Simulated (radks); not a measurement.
Charge is removed step by step from the 4f down level of the dysprosium ion Dy2+, starting from [Xe] 4f(up 7, down 3). All-electron calculation, scalar-relativistic Kohn-Sham, PBE, spin-polarised, spherical densities, finite nucleus; Fermi nuclear charge, rms radius 5.2218 fm. Program: a radial shooting solver on a logarithmic mesh with Libxc functionals.

| removed (e) | E - E(0) (eV) | eigenvalue (eV) | E minus straight line (eV) |
|---|---|---|---|
| 0 | 0.000 | -15.381 | 0.000 |
| 0.1 | 1.619 | -16.933 | -0.746 |
| 0.2 | 3.395 | -18.522 | -1.335 |
| 0.3 | 5.331 | -20.144 | -1.763 |
| 0.4 | 7.431 | -21.798 | -2.027 |
| 0.5 | 9.699 | -23.484 | -2.124 |
| 0.6 | 12.136 | -25.199 | -2.051 |
| 0.7 | 14.747 | -26.943 | -1.805 |
| 0.8 | 17.534 | -28.716 | -1.383 |
| 0.9 | 20.499 | -30.516 | -0.782 |
| 1 | 23.646 | -32.342 | 0.000 |

Removing the whole electron costs 23.646 eV by Delta-SCF, against 15.381 eV from minus the eigenvalue at the starting occupation. Slater's transition state (half an electron removed) gives 23.484 eV. Integrating minus the eigenvalue over the occupation (Janak's theorem) gives 23.609 eV. In this scalar-relativistic scheme the density is built from large components alone, so the theorem holds only approximately. The mean slope of the eigenvalue, de/dn, is 17.0 eV per electron. Ionisation energy of Dy2+ in the NIST Atomic Spectra Database: 22.89 eV (semi-empirical).
